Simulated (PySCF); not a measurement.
Identify the unknown among the candidates.

All candidates are C6H11N3.

* 13C NMR: chemical shifts (computed TMS as zero) by class: 150.2 (1 C), 134.0 (1 C), 34.8 (1 C), 28.1 (1 C), 26.4 (2 C) ppm [GIAO PBE0/pcSseg-1]
* Dipole: 5.17 D [PBE0/pcSseg-1]
* Rotational structure: rotational constants A, B, C: 2.610, 1.329, 1.080 GHz [GFN2-xTB]
* 1H NMR: chemical shifts (computed TMS as zero) by class: 7.59 (1 H), 4.09 (3 H), 2.90 (1 H), 1.32 (6 H) ppm [GIAO PBE0/pcSseg-1]
* NMR, other nuclei: isotropic shieldings of nuclei other than C and H, by class: -131 (1 N), -118 (1 N), 14 (1 N) ppm [GIAO PBE0/pcSseg-1]

Gas-phase values; electronic properties from PySCF, density fitting. Levels stand in brackets. The structure is a single GFN2-xTB conformer in the gas phase; no vibrational or solvent corrections. Each NMR value is the plain mean over a class of atoms that symmetry, rotation or inversion makes alike.

Task: Which candidate is it?
A. `CC(C)c1cnnn1C`
B. `CC(C)c1cnn(C)n1`
C. `CC(C)Cn1nccn1`

Result: A. It is `CC(C)c1cnnn1C`. Numbering: `[CH3:1][CH:2]([CH3:3])[c:4]1[cH:5][n:6][n:7][n:8]1[CH3:9]`. Its formula, C6H11N3, gives 3 degrees of unsaturation: 1 ring and 2 π bonds in the structure found (Kekulé form). 6 carbons fall into 5 classes; from least to most shielded: substituted aromatic carbon [C4] (150.2 ppm), aromatic CH next to a ring nitrogen [C5] (134.0 ppm), N-methyl carbon [C9] (34.8 ppm), benzylic-type carbon [C2] (28.1 ppm), methyl carbon [C1/C3] (26.4 ppm, 2 C, up to 2.0 ppm apart in this geometry). Hydrogen classes from least to most shielded: 1 H on an aromatic CH next to a ring nitrogen, C5 (7.59 ppm), 3 H on an N-methyl carbon, C9 (4.09 ppm, a mean of values up to 1.1 ppm apart in this geometry), 1 H on a benzylic-type carbon, C2 (2.90 ppm), 6 H on 2 methyl carbons, C1/C3 (1.32 ppm). The other shieldings belong to: -131 ppm, pyridine-type nitrogen [N7]; -118 ppm, pyridine-type nitrogen [N6]; 14 ppm, pyrrole-type nitrogen [N8]. The optimised geometry has point group C1 and is an asymmetric top.

The others, at the same levels:
- `CC(C)Cn1nccn1` fails: it has 4 carbon classes against 5; its computed 13C shifts are 138.4 (2 C), 63.8 (1 C), 35.9 (1 C), 22.1 (2 C) ppm, 1H shifts are 7.64 (2 H), 4.22 (2 H), 1.98 (1 H), 0.99 (6 H) ppm and rotational constant A is 4.065 GHz (against 2.610 GHz).
- `CC(C)c1cnn(C)n1` fails: its computed 13C shifts are 160.5 (1 C), 134.5 (1 C), 41.2 (1 C), 30.3 (1 C), 26.7 (2 C) ppm, rotational constant A is 3.995 GHz (against 2.610 GHz) and smallest rotational constant is 0.942 GHz (against 1.080 GHz).

Each candidate is one conformer, not necessarily the lowest. Dipoles, sizes and rotational constants follow the conformer. The torsions of the flexible species, by atom-mapped SMILES:
- `[CH3:1][CH:2]([CH3:3])[c:4]1[cH:5][n:6][n:7][n:8]1[CH3:9]`: C1–C2–C4–C5 -73°
- `[CH3:1][CH:2]([CH3:3])[CH2:4][n:5]1[n:6][cH:7][cH:8][n:9]1`: C1–C2–C4–N5 -69°, C2–C4–N5–N6 97°
- `[CH3:1][CH:2]([CH3:3])[c:4]1[cH:5][n:6][n:7]([CH3:8])[n:9]1`: C1–C2–C4–C5 62°
